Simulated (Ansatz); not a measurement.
Geometry optimisation, RKS PBE/def2-SVP (Ansatz).

input.yaml

```yaml
crystal:
  periodic: [false, false, false]
  atoms:
    - { symbol: W, position_ang: [-0.097281, -0.083264, -0.243057] }
    - { symbol: F, position_ang: [-0.06567, -0.057656, 1.624637] }
    - { symbol: Cl, position_ang: [2.185433, -0.199154, -0.611159] }
    - { symbol: Cl, position_ang: [-0.151341, 2.197207, -0.530569] }
    - { symbol: Cl, position_ang: [-2.422791, -0.070654, 0.020796] }
    - { symbol: Cl, position_ang: [-0.09942, -2.41165, 0.010419] }
    - { symbol: Cl, position_ang: [-0.466659, -0.399418, -2.511719] }
    - { symbol: O, position_ang: [1.740388, 1.696236, 1.614695] }
    - { symbol: H, position_ang: [2.669392, 1.4624, 1.813775] }
    - { symbol: H, position_ang: [1.259848, 1.393653, 2.424881] }
basis:
  gaussian: { orbitals: def2-SVP }
hamiltonian:
  xc: pbe
relax:
  f_tol: 0.03
  max_steps: 50
output:
  orbitals: {}
```

Run as:

```bash
$ ansatz run input.yaml --threads 4 --pin off --max-ram 5120MiB --backend cpu --events-out ev --progress --plain --runs-dir out
```

**Question.** Where does it end, and by what steps?

**Answer.** It converged. The force dipped under the threshold on the way, but the program's further checks kept it going. After 13 steps the energy has fallen by 0.308 eV; O8 moved furthest, 0.62 Å.

```csv
step,energy less start (eV),largest force component (eV/Å),accepted
0,0.0000,0.930,yes
1,-0.1429,0.907,yes
2,-0.2186,1.379,yes
3,-0.2119,2.397,no
4,-0.2819,0.342,yes
5,-0.2938,0.699,yes
6,-0.3042,0.157,yes
7,-0.3059,0.072,yes
8,-0.3059,0.073,yes
9,-0.3040,0.347,no
10,-0.3069,0.023,yes
11,-0.3072,0.112,yes
12,-0.3071,0.098,no
13,-0.3075,0.025,yes
```

```xyz
10
Properties=species:S:1:pos:R:3
W -0.198 -0.202 -0.361
F 0.060 -0.053 1.513
Cl 2.121 -0.287 -0.581
Cl -0.121 2.094 -0.513
Cl -2.482 -0.115 0.013
Cl -0.240 -2.508 -0.079
Cl -0.489 -0.435 -2.632
O 1.937 2.087 2.060
H 2.619 1.495 1.688
H 1.345 1.451 2.505
```

Whether the end is a true minimum wasn't checked by a vibrational analysis.

The run took 37 s on 4 threads of Intel(R) Xeon(R) CPU @ 2.60GHz (Ice Lake), on a shared host, peak memory 0.29 GiB.
